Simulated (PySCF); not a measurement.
A PySCF script (with the pyscf-properties extension) for the NMR shieldings of `C1CCN(CC)[SiH2]1`, C5H13NSi, on a GFN2-xTB geometry:

```python
import basis_set_exchange as bse
import numpy as np
from pyscf import gto, dft
from pyscf.prop import nmr

atoms = """
C     2.577557   -0.088494   -0.096677
C     1.445879    0.351473   -1.027024
N     0.134880    0.126552   -0.486784
C    -0.303223    0.996170    0.586144
C    -1.809408    0.794580    0.726170
C    -2.087977   -0.703694    0.617016
Si   -0.791529   -1.308224   -0.633304
H     2.553962    0.481696    0.828715
H     2.469756   -1.143592    0.141969
H     3.540472    0.069208   -0.575827
H     1.513331   -0.206497   -1.964221
H     1.561218    1.419241   -1.255395
H    -0.061717    2.035765    0.335533
H     0.198859    0.752646    1.533383
H    -2.173237    1.217641    1.664310
H    -2.306967    1.310028   -0.096958
H    -3.117464   -0.890474    0.322618
H    -1.941648   -1.184978    1.583786
H    -0.156083   -2.560223   -0.188850
H    -1.251808   -1.458144   -2.017640
"""
names = dict.fromkeys(["C", "N", "Si", "H"], "pcSseg-1")
basis = {el: gto.basis.parse(bse.get_basis(n, elements=[el], fmt="nwchem")) for el, n in names.items()}
mol = gto.M(atom=atoms, basis=basis, charge=0, verbose=0)
mf = dft.RKS(mol, xc="PBE0")
mf.grids.level = 2
mf.grids.alignment = dft.numint.BLKSIZE   # the property module wants whole blocks of grid points
mf.conv_tol = 1e-9
mf.kernel()

calc = nmr.RKS(mf)   # GIAO
C = mf.mo_coeff
Co = C[:, mf.mo_occ > 0]
resp = mf.gen_response(singlet=True, hermi=2)
def vind(x):   # induced exchange potential for any number of trial vectors
    d = np.einsum("pi,xij,qj->xpq", C, 2 * x.reshape(-1, C.shape[1], Co.shape[1]), Co, optimize=True)
    return np.einsum("xpq,pi,qj->xij", resp(d - d.transpose(0, 2, 1)), C, Co, optimize=True).ravel()
mo1, _ = nmr.rhf.solve_mo1(calc, with_cphf=vind)
sigma = calc.kernel(mo1)
for i, s in enumerate(sigma):   # ppm
    w = np.linalg.eigvalsh((s + s.T) / 2)
    print("%2d %-2s iso %8.1f  s11 %8.1f  s22 %8.1f  s33 %8.1f" % (i, mol.atom_pure_symbol(i), w.mean(), *w))
```

Q: What does it print?

A: 
```
 0 C  iso    171.8  s11    153.3  s22    175.8  s33    186.1
 1 C  iso    140.1  s11    115.4  s22    135.4  s33    169.5
 2 N  iso    224.4  s11    182.0  s22    216.7  s33    274.4
 3 C  iso    130.6  s11     97.5  s22    132.6  s33    161.8
 4 C  iso    157.4  s11    139.3  s22    160.8  s33    172.0
 5 C  iso    174.6  s11    154.4  s22    172.0  s33    197.3
 6 Si iso    380.8  s11    338.8  s22    362.3  s33    441.4
 7 H  iso     30.2  s11     25.4  s22     30.2  s33     35.0
 8 H  iso     30.8  s11     26.4  s22     29.9  s33     35.9
 9 H  iso     30.9  s11     26.8  s22     27.6  s33     38.4
10 H  iso     28.5  s11     22.8  s22     28.2  s33     34.4
11 H  iso     28.7  s11     23.2  s22     28.5  s33     34.5
12 H  iso     29.1  s11     24.7  s22     27.9  s33     34.8
13 H  iso     28.5  s11     23.1  s22     28.1  s33     34.3
14 H  iso     29.7  s11     24.7  s22     27.3  s33     37.1
15 H  iso     29.9  s11     25.0  s22     28.0  s33     36.7
16 H  iso     30.6  s11     25.9  s22     27.4  s33     38.6
17 H  iso     30.7  s11     26.5  s22     27.8  s33     37.9
18 H  iso     26.8  s11     23.1  s22     24.9  s33     32.4
19 H  iso     26.9  s11     23.2  s22     24.2  s33     33.2
```

These numbers come from an equivalent density-fitted implementation of the same equations, which agrees with the script to about 0.01 ppm for H and up to a few tenths of a ppm for heavy atoms, so last digits may differ.

Q: Turn these shieldings into chemical shifts. Referencing at the same level of theory: 13C (σref 186.93) and 29Si (σref 349.16) and 1H (σref 31.72) vs TMS; 15N (σref 267.73) against NH3.

A: Averaging equivalent atoms: C 3: 56.3; C 1: 46.8; C 4: 29.5; C 0: 15.2; C 5: 12.4; N 2: 43.4; Si 6: -31.7; H 18/19: 4.86; H 10/11: 3.10; H 12/13: 2.92; H 14/15: 1.92; H 7/8/9: 1.10; H 16/17: 1.06 ppm. Experimental scales use liquid or dissolved standards, which lie at an offset from isolated NH3 (liquid NH3: subtract about 20 ppm).

Size and cost of the density-fitted run: 191 basis functions, 29 s wall time on 1 thread of an Arm Neoverse V1, shared host; peak memory 0.9 GiB.
